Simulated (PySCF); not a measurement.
## How methods differ on the electron affinity of In

In⁻ [Kr] 4d10 5s2 5p2 (3P) → In [Kr] 4d10 5s2 5p1 (2P), as a difference of total energies. All numbers are calculated (PySCF 2.14, the spin-free X2C one-electron Hamiltonian (Gaussian nucleus), in x2c-QZVPPall with one added diffuse shell each of s, p, d, f type (14s10p8d5f1g, 128 functions)). Correlated levels: valence: [Kr] 4d10 frozen; valence and next inner shell: [Ar] 3d10 frozen. The calculations carry no spin-orbit coupling.

```csv
method,electron affinity (eV),plus first-order spin-orbit estimate,error of that sum (eV)
UHF,0.074,0.013,-0.371
LDA,0.646,0.586,+0.202
PBE,0.544,0.483,+0.099
PBE0,0.497,0.436,+0.052
r2SCAN,0.570,0.509,+0.125
wB97M-V,0.351,0.290,-0.094
HSE06,0.525,0.464,+0.080
M06-2X,0.313,0.252,-0.132
MP2 (valence),0.364,0.303,-0.081
SCS-MP2 (valence),0.276,0.216,-0.168
MP2 (valence and next inner shell),0.370,0.309,-0.075
SCS-MP2 (valence and next inner shell),0.267,0.206,-0.178
```

Reference: 0.384 eV (measured; photodetachment measurements, as compiled on the Wikipedia data page of electron affinities).

A first-order spin-orbit estimate (lowest level to lowest level, LS coupling) adds -0.061 eV.

Errors of the correlated levels include the incompleteness of this basis and the frozen core.

In the anion the highest occupied orbital energy is positive at LDA, PBE, PBE0, r2SCAN, HSE06, M06-2X, a self-interaction effect; the basis confines that electron, and the energy difference can still be sensible.
